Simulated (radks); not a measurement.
Computed order of ionisation of thulium. At each step one electron was removed from each of the four highest sub-shells of the ion before, moves of one valence electron (up to charge 6) and the configuration listed by NIST were tried, and the lowest configuration was kept. All-electron calculation, scalar-relativistic Kohn-Sham, PBEsol, spin-polarised, spherical densities, finite nucleus; Fermi nuclear charge, rms radius of each element as measured or else 0.836 A^(1/3) + 0.57 fm. Program: a radial shooting solver on a logarithmic mesh with Libxc functionals. Open shells are filled with parallel spins first.

| species | lowest configuration found | NIST configuration | margin to the next tried (eV) | IE (eV) | NIST IE (eV) | kind |
|---|---|---|---|---|---|---|
| Tm | [Xe] 4f13 6s2 | same | 2.316 | 6.213 | 6.184 | exp. |
| Tm+ | [Xe] 4f13 6s1 | same | 3.664 | 12.236 | 12.07 | semi-emp. |
| Tm2+ | [Xe] 4f13 | same | 5.077 | 25.846 | 23.66 | semi-emp. |
| Tm3+ | [Xe] 4f12 | same | 12.052 | 44.992 | 42.41 | semi-emp. |
| Tm4+ | [Xe] 4f11 | same | 18.049 | 66.553 | - |  |
| Tm5+ | [Xe] 4f10 | [Kr] 4d10 4f11 5s2 5p5 lies 13.036 eV higher | 13.036 | 90.176 | 98 | theory |
| Tm6+ | [Xe] 4f9 | differs (not computed) | 7.126 | 115.64 | 116 | theory |
| Tm7+ | [Xe] 4f8 | differs (not computed) | 0.411 | 135.75 | 133 | theory |
| Tm8+ | [Kr] 4d10 4f8 5s2 5p5 | differs (not computed) | 7.031 | 152.88 | 160 | theory |
| Tm9+ | [Kr] 4d10 4f8 5s2 5p4 | differs (not computed) | 10.481 | 170.06 | 180 | theory |
| Tm10+ | [Kr] 4d10 4f8 5s2 5p3 | differs (not computed) | 14.431 | 195.00 | 205 | theory |
| Tm11+ | [Kr] 4d10 4f8 5s2 5p2 | differs (not computed) | 11.105 | 213.74 | 239 | theory |
| Tm12+ | [Kr] 4d10 4f8 5s2 5p1 | differs (not computed) | 15.160 | 232.58 | 274 | theory |
| Tm13+ | [Kr] 4d10 4f8 5s2 | differs (not computed) | 19.653 | 276.08 | 295 | theory |

Reference values: NIST Atomic Spectra Database (exp. = measured, semi-emp. = semi-empirical, theory = theoretical value adopted there). Open shells are spherical and high-spin; term and fine-structure splittings are not resolved. Spin-orbit splitting is averaged out at the scalar-relativistic level. Tried without a valid solution: [Xe] 4f14 6s1. No tabulated value is given for the 4+ ions of Nd, Pm and Eu to Yb, where it belongs to another shell than the one emptied here.
